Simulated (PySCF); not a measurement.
C3H11FSi2.
Cartesian coordinates in Å at the PBE0-D3(BJ)/def2-SVP level; atoms count from 1:
```
atom  x, y, z in Å
C1     0.175   -1.676    0.488
C2     0.077   -0.247   -0.065
Si3    1.437    0.835    0.717
Si4   -1.632    0.480    0.359
C5     0.263   -0.292   -1.576
F6     0.211    0.973   -2.114
H7     0.045   -1.703    1.580
H8    -0.596   -2.334    0.049
H9     1.156   -2.131    0.262
H10    1.277    2.283    0.398
H11    1.392    0.665    2.202
H12    2.766    0.361    0.215
H13   -1.743    1.930    0.026
H14   -1.879    0.305    1.824
H15   -2.672   -0.283   -0.402
H16    1.242   -0.737   -1.838
H17   -0.526   -0.903   -2.054
```

Hirshfeld charges (e) from the PBE0/pcSseg-1 density (PySCF), one withheld:

```tsv
atom	bonded to	charge
C1	C2 H7 H8 H9	-0.1102
C2	C1 Si3 Si4 C5	?
Si3	C2 H10 H11 H12	+0.2915
Si4	C2 H13 H14 H15	+0.2922
C5	C2 F6 H16 H17	+0.0226
F6	C5	-0.1034
H7	C1	+0.0455
H8	C1	+0.0413
H9	C1	+0.0415
H10	Si3	-0.0721
H11	Si3	-0.0765
H12	Si3	-0.0767
H13	Si4	-0.0719
H14	Si4	-0.0762
H15	Si4	-0.0769
H16	C5	+0.0405
H17	C5	+0.0405
```

**Question.** What is the charge on C2?

**Answer.** The charges add up to the total charge, 0. The others sum to +0.1517, which leaves -0.1517 e for C2 (sp3 carbon bound to silicon); the computed value is -0.1521, the difference coming from rounding and the integration grid.

**Question.** Add each hydrogen's charge to the atom that carries it.

**Answer.** C1 +0.0181, Si3 +0.0662, Si4 +0.0672, C5 +0.1036. Atoms without hydrogen keep their charges.

**Question.** Across which bond do the charges differ most?

**Answer.** Si4–C2: +0.2922 on Si4 against -0.1521 on C2, a difference of 0.4443 e (C2–Si3 within 0.003 e of it). The lower charge is on the more electronegative element of the two (Pauling values: C 2.55, Si 1.90).

**Question.** Take the bonds between elements whose Pauling electronegativities differ by more than 0.25. In how many does the more electronegative atom carry the lower charge?

**Answer.** In 14 of 14.

**Question.** How much positive and how much negative charge does this set hold in all?

**Answer.** +0.8156 e on 8 atoms and -0.8160 e on 9.

The Hirshfeld scheme divides the density at each point in proportion to the densities of the neutral, spherically averaged free atoms. Geometry: PBE0-D3(BJ)/def2-SVP, one conformer, isolated molecule.

These values come from a run that also computed NMR shieldings. On one thread, x86-64 server (shared host), this took 19 s.
